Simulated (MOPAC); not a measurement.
MOPAC input (PM3):

```
PM3 1SCF CHARGE=-1 GEO-OK AUX(PRECISION=9) THREADS=1
C3HFNS

F     2.08191400 1    0.10832400 1    0.08736000 1
C     0.74397200 1   -0.14225100 1    0.12532100 1
N     0.25676000 1   -1.19755000 1    0.64047200 1
C    -1.16938800 1   -1.24966300 1    0.56914000 1
C    -1.64417600 1   -0.13312000 1   -0.04425400 1
S    -0.34102200 1    1.02492400 1   -0.55651800 1
H    -2.66064400 1    0.15934900 1   -0.26649900 1
```

Output:

```
 *******************************************************************************
 **                                                                           **
 **                              MOPAC v23.2.5                                **
 **                                                                           **
 *******************************************************************************
 ** MOPAC's Digital Object Identifier: https://doi.org/10.5281/zenodo.6511958 **
 **                                                                           **
 ** Please cite the open-source release paper for use of this MOPAC version:  **
 ** J. E. Moussa and J. J. P. Stewart (2026)                                  **
 ** MOPAC: An open-source semiempirical molecular orbital program             **
 ** J. Open Source Softw., 11(119), 8025, https://doi.org/10.21105/joss.08025 **
 *******************************************************************************

                              PM3 CALCULATION RESULTS

 *******************************************************************************
 *  PM3        - The PM3 Hamiltonian to be used
 *  GEO-OK     - OVERRIDE INTERATOMIC DISTANCE AND OTHER SAFETY CHECKS
 *
 *
 *
 *                 CHARGE ON SYSTEM = -1
 *
 *
 *
 *  1SCF       - DO 1 SCF AND THEN STOP
 *  AUX        - OUTPUT AUXILIARY INFORMATION
 *******************************************************************************
PM3 1SCF CHARGE=-1 GEO-OK AUX(PRECISION=9) THREADS=1
 C3HFNS

   ATOM   CHEMICAL          X               Y               Z
  NUMBER   SYMBOL      (ANGSTROMS)     (ANGSTROMS)     (ANGSTROMS)

     1       F          2.08191400  *   0.10832400  *   0.08736000  *
     2       C          0.74397200  *  -0.14225100  *   0.12532100  *
     3       N          0.25676000  *  -1.19755000  *   0.64047200  *
     4       C         -1.16938800  *  -1.24966300  *   0.56914000  *
     5       C         -1.64417600  *  -0.13312000  *  -0.04425400  *
     6       S         -0.34102200  *   1.02492400  *  -0.55651800  *
     7       H         -2.66064400  *   0.15934900  *  -0.26649900  *

          CARTESIAN COORDINATES

    NO.       ATOM           X           Y           Z

     1         F          2.0819      0.1083      0.0874
     2         C          0.7440     -0.1423      0.1253
     3         N          0.2568     -1.1976      0.6405
     4         C         -1.1694     -1.2497      0.5691
     5         C         -1.6442     -0.1331     -0.0443
     6         S         -0.3410      1.0249     -0.5565
     7         H         -2.6606      0.1593     -0.2665

  H: (PM3): J. J. P. STEWART, J. COMP. CHEM. 10, 209 (1989).
  C: (PM3): J. J. P. STEWART, J. COMP. CHEM. 10, 209 (1989).
  N: (PM3): J. J. P. STEWART, J. COMP. CHEM. 10, 209 (1989).
  F: (PM3): J. J. P. STEWART, J. COMP. CHEM. 10, 209 (1989).
  S: (PM3): J. J. P. STEWART, J. COMP. CHEM. 10, 209 (1989).

           Empirical Formula: C3 H N F S  =     7 atoms

      MOLECULAR POINT GROUP   :   Cs

      RHF CALCULATION, NO. OF DOUBLY OCCUPIED LEVELS = 16

 -------------------------------------------------------------------------------
 PM3 1SCF CHARGE=-1 GEO-OK AUX(PRECISION=9) THREADS=1
 C3HFNS

     1SCF WAS SPECIFIED, SO BFGS WAS NOT USED
     SCF FIELD WAS ACHIEVED

                              PM3 CALCULATION
                                                       MOPAC v23.2.5 Linux

          FINAL HEAT OF FORMATION =         11.85932 KCAL/MOL =      49.61940 KJ/MOL

          COSMO AREA              =        117.09 SQUARE ANGSTROMS
          COSMO VOLUME            =        105.99 CUBIC ANGSTROMS

          IONIZATION POTENTIAL    =          3.498767 EV
          HOMO LUMO ENERGIES (EV) =         -3.499  4.435
          NO. OF FILLED LEVELS    =         16
          MOLECULAR WEIGHT        =        102.1060         POINT GROUP:  Cs

          MOLECULAR DIMENSIONS (Angstroms)

            Atom       Atom       Distance
            H     7    F     1     4.75601
            S     6    C     4     2.57132
            N     3    C     2     0.00000

          SCF CALCULATIONS        =          1

   ATOM   CHEMICAL          X               Y               Z
  NUMBER   SYMBOL      (ANGSTROMS)     (ANGSTROMS)     (ANGSTROMS)

     1       F          2.08191400  *   0.10832400  *   0.08736000  *
     2       C          0.74397200  *  -0.14225100  *   0.12532100  *
     3       N          0.25676000  *  -1.19755000  *   0.64047200  *
     4       C         -1.16938800  *  -1.24966300  *   0.56914000  *
     5       C         -1.64417600  *  -0.13312000  *  -0.04425400  *
     6       S         -0.34102200  *   1.02492400  *  -0.55651800  *
     7       H         -2.66064400  *   0.15934900  *  -0.26649900  *

                             CARTESIAN COORDINATES

   1    F        2.081914000     0.108324000     0.087360000
   2    C        0.743972000    -0.142251000     0.125321000
   3    N        0.256760000    -1.197550000     0.640472000
   4    C       -1.169388000    -1.249663000     0.569140000
   5    C       -1.644176000    -0.133120000    -0.044254000
   6    S       -0.341022000     1.024924000    -0.556518000
   7    H       -2.660644000     0.159349000    -0.266499000

           Empirical Formula: C3 H N F S  =     7 atoms

      MOLECULAR POINT GROUP   :   Cs

                  EIGENVALUES
 -31.84367 -23.74138 -21.19141 -18.36237 -15.32416 -14.46006 -13.39441 -12.35924
 -11.51781  -9.08643  -9.03193  -8.71709  -5.75334  -5.46222  -4.47331  -3.49877
   4.43500   4.87920   5.28401   7.14384   7.28071   8.71364   9.61765  10.38003
  11.59277

              NET ATOMIC CHARGES AND DIPOLE CONTRIBUTIONS

  ATOM NO.   TYPE          CHARGE      No. of ELECS.   s-Pop       p-Pop
    1          F          -0.125702        7.1257     1.77321     5.35249
    2          C          -0.143354        4.1434     1.23415     2.90920
    3          N          -0.072752        5.0728     1.61849     3.45426
    4          C          -0.346054        4.3461     1.63292     2.71314
    5          C          -0.394607        4.3946     1.26554     3.12907
    6          S          -0.031083        6.0311     1.89365     4.13743
    7          H           0.113552        0.8864     0.88645
 DIPOLE           X         Y         Z       TOTAL
 POINT-CHG.     2.021     2.714    -1.272     3.615
 HYBRID         0.183     1.153    -0.587     1.307
 SUM            2.203     3.867    -1.859     4.823

          ATOMIC ORBITAL ELECTRON POPULATIONS

     Atom    s        px        py        pz
    1  F   1.77321   1.42357   1.95718   1.97173
    2  C   1.23415   0.84875   0.98964   1.07081
    3  N   1.61849   1.19079   1.16341   1.10007
    4  C   1.63292   0.87524   1.02077   0.81712
    5  C   1.26554   0.95846   0.97945   1.19116
    6  S   1.89365   1.09713   1.33354   1.70676
    7  H   0.88645

 **********************
 *                    *
 * JOB ENDED NORMALLY *
 *                    *
 **********************

 == MOPAC DONE ==
```

The dipole moment of an ion depends on the origin.

The geometry given is a B3LYP-D3(BJ)/def2-TZVP minimum.
